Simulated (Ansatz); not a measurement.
Program: Ansatz. Geometries: PBE0-D4/def2-TZVP. ΔE: electronic, gas phase. CCSD(T)/CBS adds triple-zeta CCSD(T) − MP2 to the extrapolated MP2 energy (def2 sets, frozen cores). This one scheme is used for every species. DFT in def2-TZVPP. B3LYP here is the variant with VWN-RPA as its local correlation; programs differ in this. HSE06 is defined as in plane-wave codes. Each species was taken in one conformer, which may not be the lowest.

`BCBCC#C` + H₂ → `BCBC` + acetylene  (hydrogenolysis of a C–C bond)

`BCBCC#C`:

Z-matrix (Å, degrees):
```
B
C 1 1.804
C 1 1.687 2 117.6
H 1 1.207 2 94.4 3 110.7
H 1 1.201 2 103.8 3 -130.0
C 2 1.237 1 92.9 3 23.6
H 2 1.070 1 119.2 3 -155.4
B 3 1.497 1 90.6 2 -56.1
H 3 1.089 1 107.3 2 65.4
H 3 1.089 1 105.7 2 -175.2
C 6 1.419 2 162.1 1 1.5
H 8 1.195 3 125.0 1 -85.9
H 11 1.091 6 112.7 2 -105.6
H 11 1.089 6 113.2 2 126.3
```

H₂:

```xyz
2

H     0.195    0.259    0.185
H    -0.195   -0.259   -0.185
```

`BCBC`:

Z-matrix (Å, degrees):
```
C
B 1 1.568
B 1 1.548 2 107.0
H 1 1.100 2 104.6 3 112.6
H 1 1.090 2 112.7 3 -125.4
C 2 1.557 1 123.0 3 -73.4
H 2 1.202 1 118.7 3 105.6
H 3 1.198 1 120.1 2 70.4
H 3 1.197 1 121.4 2 -107.5
H 6 1.092 2 115.5 1 -0.0
H 6 1.097 2 109.7 1 123.1
H 6 1.097 2 109.3 1 -123.0
```

`C#C`:

Cartesian coordinates in Å:
```
C -0.126 -0.433 0.393
C 0.126 0.433 -0.393
H -0.349 -1.204 1.093
H 0.349 1.204 -1.093
```

```
             level  ΔE (kJ/mol)  difference from CCSD(T)/CBS
       LDA (SPW92)         41.0                         83.6
            PBE-D4          5.8                         48.4
         revPBE-D4         10.4                         53.0
           BLYP-D4        -30.3                         12.3
         r2SCAN-D4        -10.4                         32.2
            B97M-V        -30.6                         12.0
           PBE0-D4        -11.3                         31.3
          B3LYP-D4        -42.6                          0.0
        r2SCANh-D4        -15.2                         27.4
        r2SCAN0-D4        -21.8                         20.8
          HSE06-D4        -10.7                         31.9
          BHLYP-D4        -65.6                        -23.0
      CAM-B3LYP-D4        -53.1                        -10.5
           ωB97X-V        -42.8                         -0.2
           ωB97M-V        -37.4                          5.2
            B2PLYP        -51.8                         -9.2
          PBE-QIDH        -25.4                         17.2
               PBE         -5.1                         37.5
            revPBE        -22.4                         20.2
            r2SCAN        -13.1                         29.5
              PBE0        -20.4                         22.2
           r2SCANh        -18.0                         24.6
           r2SCAN0        -24.9                         17.7
             HSE06        -19.2                         23.4
         CAM-B3LYP        -62.4                        -19.8
           LC-ωPBE        -38.0                          4.6
RPA@PBE/def2-TZVPP        -43.0                         -0.4
      MP2/def2-SVP        -34.1                          8.5
     CCSD/def2-SVP        -63.8                        -21.2
  CCSD(T)/def2-SVP        -46.3                         -3.7
     HF/def2-TZVPP       -138.2                        -95.6
    MP2/def2-TZVPP        -27.1                         15.5
SCS-MP2/def2-TZVPP        -51.4                         -8.8
   CCSD/def2-TZVPP        -62.0                        -19.4
CCSD(T)/def2-TZVPP        -42.3                          0.3
     HF/def2-QZVPP       -137.8                        -95.2
    MP2/def2-QZVPP        -27.1                         15.5
SCS-MP2/def2-QZVPP        -52.1                         -9.5
      HF/CBS(def2)       -137.8                        -95.2
     MP2/CBS(def2)        -27.3                         15.3
       CCSD(T)/CBS        -42.6                            0
```

Largest T1 diagnostic among the species: 0.016.

The D4 term adds +17.6 kJ/mol with B3LYP and +9.2 kJ/mol with PBE0; it sums over pairs of atoms, weighted by their polarisabilities, and B3LYP, whose exchange is more repulsive, gets the larger term. From BLYP to BHLYP (50 % exact exchange), in def2-TZVPP and without D4, ΔE moves by −24.2 kJ/mol. In def2-TZVPP, CCSD(T) changes the Hartree–Fock value by +95.9 kJ/mol (the triples alone add +19.6 kJ/mol) and MP2 by +111.2 kJ/mol.
